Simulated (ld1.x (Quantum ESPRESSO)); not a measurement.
chlorine (Cl): excitation energies, all-electron against RRKJ

ld1.x (Quantum ESPRESSO) 7.5 input, shortened:

```
&input
   title='Cl', zed=17., rel=1, dft='BLYP', iswitch=3,
   config='[Ne] 3s2 3p5'
 /
 &inputp
   pseudotype=2, tm=.false., lloc=0,
   nlcc=.true., rcore=0.65
 /
2
3P  2  1   5.00   0.00  1.25  1.25  0.0
3S  1  0   2.00   0.00  0.90  0.90  0.0
 &test
   configts(1)='3s2 3p5'
 /
```

Energies are relative to the spin-unpolarised reference configuration 3s2 3p5; without spin polarisation the order of configurations can differ from experiment.

```tsv
valence configuration	charge	ΔE all-electron (eV)	error AE − PS (meV)
3s2 3p3	+2	39.028	+37
3s2 3p2	+3	77.200	+126
3s2 3p5.3	-0.3	-2.098	+0.5
3s1 3p6	0	12.144	-7.4
3s2 3p4.5	+0.5	5.512	+0.7
3s1 3p5	+1	26.422	+2.7
```

(1) What are ΔE and the potential's error for 3s2 3p4?

Results:

(1) ΔE = 13.731 eV all-electron; the error (AE − PS) is +5.3 meV.
